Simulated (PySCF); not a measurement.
Correlation energy of Ar³⁺ (argon, charge +3)

[Ne] 3s2 3p3, high-spin 4S determinant. Computed with PySCF 2.14 in x2c-SVPall (4s3p1d, 18 functions), with the spin-free X2C one-electron Hamiltonian (Gaussian nucleus). Frozen: [Ne]; 5 electrons correlated.

MP2 pair energies summed by pair of shells (mhartree):

```tsv
pair	energy	share (%)
3s-3p	-47.39	66.0
3p-3p	-17.43	24.3
3s-3s	-6.95	9.7
```

Total MP2 correlation energy: -71.76 mhartree.

Same-spin part -18.76 and opposite-spin part -53.00 mhartree; SCS-MP2 scales them by 1/3 and 6/5 to -69.85 mhartree.

```csv
level,correlation energy (mhartree)
CCSD,-90.39
(T),-0.69
CCSD(T),-91.08
```

Diagnostics: T1 = 0.0011, D1 = 0.0031, largest double amplitude 0.058.

Task: Is a single reference adequate?

Result: Yes: T1 lies below 0.03 and no double amplitude reaches 0.07.
